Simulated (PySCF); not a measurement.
Computed IR spectrum (relative IR intensity) of a molecule C₂H₁₂N₂Si₂. Geometry optimised at PBE-D3(BJ)/def2-SVP. Other conformers were not sampled. Computed with PySCF with PBE-D3(BJ)/def2-SVP. Frequencies are harmonic and unscaled.

Lines under 2 % of the strongest are left out, and lines within 2 cm⁻¹ are merged.

ν (cm⁻¹): 252 (vw), 272 (w), 334 (m), 384 (m), 425 (w), 587 (vw), 622 (w), 693 (w), 729 (w), 764 (w), 795 (w), 824 (m), 854 (m), 858 (m), 872 (vs), 908 (m), 939 (s), 944 (m), 1108 (w), 1153 (m), 1211 (w), 1351 (w), 1382 (w), 1482 (m), 2110 (s), 2121 (s), 2131 (m), 2146 (m), 2903 (m), 3497 (w), 3528 (w), 3601 (w) (against the strongest line: vs over 80 %, s over 45 %, m over 15 %, w over 4 %, vw less)

**Question.** Pick the molecule that these values belong to.
A) C[C@H]([SiH3])[SiH](N)N
B) C[C@@H](N)[SiH2][SiH2]N
C) CCN[SiH2]N[SiH3]
D) C[SiH2]CN[SiH2]N

**Answer.** D, C[SiH2]CN[SiH2]N
